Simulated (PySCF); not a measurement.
Vertical excitations of a molecule C6H6O from TDA-CAM-B3LYP/def2-SVPD (PySCF 2.14.0), as energy in eV (oscillator strength): 3.72 (0.000), 4.92 (0.185), 5.87 (0.001), 6.17 (0.375), 6.74 (0.000), 6.95 (0.192), 7.25 (0.023), 7.31 (0.000), 7.43 (0.006), 7.45 (0.032). Lowest triplet (TDA): 2.62 eV. Coordinates come from a PBE-D3(BJ)/def2-SVP optimisation. The values are those of a single conformer.

Question: Which structure fits?
(A) C=C1C=CCC1=O
(B) O=C1C=CC=CC1
(C) C=C=C1CC(=C)O1
(D) C=C=C1CC(=O)C1

Answer: A, C=C1C=CCC1=O
